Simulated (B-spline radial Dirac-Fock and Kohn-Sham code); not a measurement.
## Photoelectron lines of Au⁶⁺ at Ga Kα (9251.7 eV)

System: Au⁶⁺, [Xe] 4f14 5d5.

Input of the calculation (task.json; shells as n, l, electrons):

```json
{"items": [{
  "Z": 79,
  "q": 6,
  "cfg": [[1, 0, 2], [2, 0, 2], [2, 1, 6], [3, 0, 2], [3, 1, 6], [3, 2, 10], [4, 0, 2], [4, 1, 6], [4, 2, 10], [4, 3, 14], [5, 0, 2], [5, 1, 6], [5, 2, 5]],
  "A": 197,
  "rrms": 5.4371,
  "do": ["binding", "quiet", "photo"],
  "hv": [60, 70.0, 80, 87.7, 103.0, 114.0, 457.0, 600, 1330.0, 6000, 9251.7, 17800.0, 22162.9, 59318.2, 90800.0, 200000]
}]}
```

Command: `python xray_run.py task.json out`

Method: Dirac-Hartree-Slater photoionisation with all multipoles and Dirac-Fock thresholds. Computed with an atomic code on a B-spline grid. The asymmetry parameter β is from the dipole term alone. Kinetic energies are from the vacuum level. Open shells are spread statistically over j, without multiplet splitting.

```tsv
subshell	electrons	binding (eV)	kinetic (eV)	σ (kb)	β
M1 (3s)	2	3536.1	5715.6	4.82	1.93
M2 (3p1/2)	2	3257.0	5994.7	6.25	1.59
M3 (3p3/2)	4	2852.0	6399.7	?	?
M4 (3d3/2)	4	2394.7	6857.0	6.02	1.26
M5 (3d5/2)	6	2309.2	6942.5	7.87	1.14
N1 (4s)	2	869.7	8382.0	1.32	1.93
N2 (4p1/2)	2	750.3	8501.4	1.50	1.61
N3 (4p3/2)	4	652.7	8599.0	2.52	1.73
N4 (4d3/2)	4	457.3	8794.4	1.23	1.25
N5 (4d5/2)	6	439.1	8812.6	1.59	1.11
N6 (4f5/2)	6	186.7	9065.0	0.125	0.73
N7 (4f7/2)	8	183.0	9068.7	0.153	0.71
O1 (5s)	2	212.0	9039.7	0.279	1.93
O2 (5p1/2)	2	169.7	9082.0	0.282	1.61
O3 (5p3/2)	4	152.0	9099.7	0.465	1.73
O4 (5d3/2)	2	94.64	9157.1	0.0833	1.25
O5 (5d5/2)	3	92.43	9159.3	0.108	1.11
```

Question: What are σ and β for M3 (3p3/2)?

Answer: σ = 10.9 kb, the largest of all subshells and 24 % of the total, and β = 1.70.
